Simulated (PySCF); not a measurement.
Computed shifts of a molecule C3H8O2Si, PySCF with PBE/pcSseg-1, GIAO, gas phase, atoms alike by connectivity averaged where their shifts nearly agree, in ppm (number of nuclei): ¹³C: 147.1 (1), 140.5 (1), 55.7 (1). ²⁹Si: -26.5 (1). ¹H: 6.62 (2), 6.28 (1), 5.14 (1), 4.15 (3), 1.47 (1). References: ¹³C against TMS (σ = 182.0 ppm); ²⁹Si against TMS (σ = 335.4 ppm); ¹⁷O against H2O (σ = 334.3 ppm); ¹H against TMS (σ = 31.49 ppm), references at their B3LYP-D3(BJ)/def2-TZVP geometries, non-relativistic. Geometry: PBE0-D3(BJ)/def2-SVP. One conformer was computed; it need not be the lowest.

### Question
Identify the compound among the candidates.
A. C=C[Si@@H](O)OC
B. [SiH3]CC1OCO1
C. O[Si@H]1CCOC1
D. C[C@@H]1O[SiH2][C@H]1O

### Answer
A, C=C[Si@@H](O)OC
